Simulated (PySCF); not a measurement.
Ligands exchanged one at a time, Al Br-I. Gas-phase values, no solvent. Strings in code marks are SMILES.

The T1 excitation (TDA) from two functionals at the same geometries (PBE0-D3(BJ)/def2-TZVP), both in PySCF: PBE-D3(BJ)/def2-TZVP and ωB97X-D3(BJ)/def2-TZVP. Excitations are Tamm–Dancoff values on a coarser integration grid. The basis has no diffuse functions, so Rydberg states are missing or too high.

| species | ωB97X-D3(BJ)/def2-TZVP (eV) |
|---|---|
| 0 of 3 Br replaced by I (`[Br][Al]([Br])[Br]`) | 6.12 |
| 1 of 3 Br replaced by I | 5.41 |
| 2 of 3 Br replaced by I (`[Br][Al]([I])[I]`) | 5.17 |
| 3 of 3 Br replaced by I (`[I][Al]([I])[I]`) | 4.99 |

Problem. What does PBE-D3(BJ)/def2-TZVP give for each?

Solution. 
- 0 of 3 Br replaced by I (`[Br][Al]([Br])[Br]`): 4.87
- 1 of 3 Br replaced by I: 4.34
- 2 of 3 Br replaced by I (`[Br][Al]([I])[I]`): 4.06
- 3 of 3 Br replaced by I (`[I][Al]([I])[I]`): 3.84
Over these rows, drawn at random from the members with no instability flagged (it was tested for open shells, ions and some series alone), PBE minus ωB97X-D3(BJ): mean -1.15 eV, from -1.25 eV to -1.08 eV.
